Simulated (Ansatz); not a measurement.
`[Cl][SnH]([Cl])[Cl]` + `BN(C)CC` → `CC[N](C)[Sn]([Cl])([Cl])[Cl]` + BH₃ at 600 K and 1 bar (redistribution).

Program: Ansatz. Geometries: PBE0-D4/def2-TZVP. ΔE: electronic, gas phase. CCSD(T)/CBS is the MP2 limit (def2-TZVPP, def2-QZVPP) plus CCSD(T) − MP2 in def2-TZVPP, frozen cores. This one scheme is used for every species. def2 core potentials past Kr. For Sn outer-core shells are correlated without core-valence functions, which leaves a few kJ/mol of doubt a bond. Each species was taken in one conformer, which may not be the lowest.

| species | CCSD(T)/CBS energy (Eh) | H − E (kJ/mol) | S (J/(mol·K)) |
| --- | --- | --- | --- |
| `[Cl][SnH]([Cl])[Cl]` | -1594.09169 | 74.6 | 409.9 |
| `BN(C)CC` | -199.69839 | 415.3 | 424.0 |
| `CC[N](C)[Sn]([Cl])([Cl])[Cl]` | -1767.18252 | 397.3 | 620.5 |
| BH₃ | -26.55200 | 91.5 | 217.3 |

H − E and S are ideal-gas, rigid-rotor, harmonic terms from PBE0-D4/def2-TZVP, for one conformer and one mirror image of each species. 1 Eh = 2625.50 kJ/mol, R = 8.31446 J/(mol·K).

Question: By hand: ΔE, ΔH, ΔS and ΔG.

Answer: ΔE = (-1767.18252) + (-26.55200) − (-1594.09169) − (-199.69839) = 0.05556 Eh = 145.9 kJ/mol. Δ(H − E) = 397.3 + 91.5 − 74.6 − 415.3 = -1.1, so ΔH = 144.8 kJ/mol. ΔS = 620.5 + 217.3 − 409.9 − 424.0 = 3.9 J/(mol·K). ΔG = 144.8 − 600 × (3.9)/1000 = 142.5 kJ/mol.

Question: By hand: the equilibrium constant, and the temperature at which ΔG would vanish if ΔH and ΔS stayed fixed.

Answer: log₁₀ K = −ΔG/(RT ln 10) = -12.4. ΔG = 0 at ΔH/ΔS = 37128 K, far beyond where these terms or the molecules hold.

The number of gas molecules stays the same, so ΔS is small and ΔH decides. A doubt of 5 kJ/mol in ΔE shifts log₁₀ K by 0.4 here. Other conformers and mirror images would add mixing entropy, several J/(mol·K) or more a flexible species. Modes under 60 cm⁻¹, often nearly free rotors, make the harmonic entropy too high. These are equilibria of isolated gas molecules and say nothing of rates. Largest T1 diagnostic: 0.012 (customary marks: 0.02 for closed shells, 0.045 for open ones).
